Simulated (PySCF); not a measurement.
**Shieldings and the share of exact exchange**

Molecule: `B[SiH2][SiH2][SiH3]`, BH₉Si₃.

Geometry:
```json
{"atom": "B1", "x (Å)": "-2.223", "y (Å)": "0.468", "z (Å)": "0.220"}
{"atom": "Si2", "x (Å)": "-1.283", "y (Å)": "-1.021", "z (Å)": "-0.716"}
{"atom": "Si3", "x (Å)": "0.872", "y (Å)": "-0.932", "z (Å)": "0.252"}
{"atom": "Si4", "x (Å)": "1.859", "y (Å)": "1.138", "z (Å)": "-0.237"}
{"atom": "H5", "x (Å)": "-2.119", "y (Å)": "1.605", "z (Å)": "-0.175"}
{"atom": "H6", "x (Å)": "-2.822", "y (Å)": "0.275", "z (Å)": "1.252"}
{"atom": "H7", "x (Å)": "-1.849", "y (Å)": "-2.387", "z (Å)": "-0.480"}
{"atom": "H8", "x (Å)": "-1.088", "y (Å)": "-0.812", "z (Å)": "-2.186"}
{"atom": "H9", "x (Å)": "1.713", "y (Å)": "-2.046", "z (Å)": "-0.291"}
{"atom": "H10", "x (Å)": "0.767", "y (Å)": "-1.095", "z (Å)": "1.737"}
{"atom": "H11", "x (Å)": "3.250", "y (Å)": "1.228", "z (Å)": "0.305"}
{"atom": "H12", "x (Å)": "1.903", "y (Å)": "1.338", "z (Å)": "-1.718"}
{"atom": "H13", "x (Å)": "1.034", "y (Å)": "2.230", "z (Å)": "0.368"}
```

GIAO shieldings (ppm, equivalent atoms averaged) in PySCF 2.14 on the PBE0-D3(BJ)/def2-SVP geometry, basis pcSseg-2, gas phase, non-relativistic:

| functional | exact exchange (%) | σ(B1) | σ(Si2) |
| --- | --- | --- | --- |
| BLYP | 0 | -29.7 | 407.1 |
| BP86 | 0 | -26.7 | 420.9 |
| PBE | 0 | -30.0 | 423.4 |
| B3LYP | 20 | -24.5 | 421.4 |
| mPW1PW91 | 25 | -20.8 | 438.6 |
| BHandHLYP | 50 | -15.5 | 440.6 |
| HF | 100 | 4.6 | 474.0 |

Q: Fit each shielding as a line in the percentage of exact exchange.

A: σ(B1) = -29.5 + 0.33 x (rms 1.6 ppm); σ(Si2) = 416.7 + 0.56 x (rms 6.3 ppm). The functionals also differ in their semilocal parts, which the line can't hold; Hartree–Fock has no correlation at all.

Q: What does the line predict for PBE0 (25 %), and what does the run give?

A: σ(B1): -21.2 predicted, -22.4 computed; σ(Si2): 430.7 predicted, 440.6 computed ppm.
